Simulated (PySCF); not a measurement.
SSi, SMILES S=[Si] (connectivity only; charge and spin as stated), neutral, multiplicity 1.

Geometry: PBE-D3(BJ)/def2-TZVPD.

These are PBE-D3(BJ)/def2-TZVPD in PySCF values and carry that method's errors.

Frequencies are harmonic and unscaled.

```json
[
 {"mode": "1", "ν (cm⁻¹)": "724", "IR (km/mol)": "41.5", "Raman (Å⁴/amu)": "61.0", "depolarisation": "0.13", "moving atoms (share of kinetic energy)": "Si 53 %, S 47 %"}
]
```
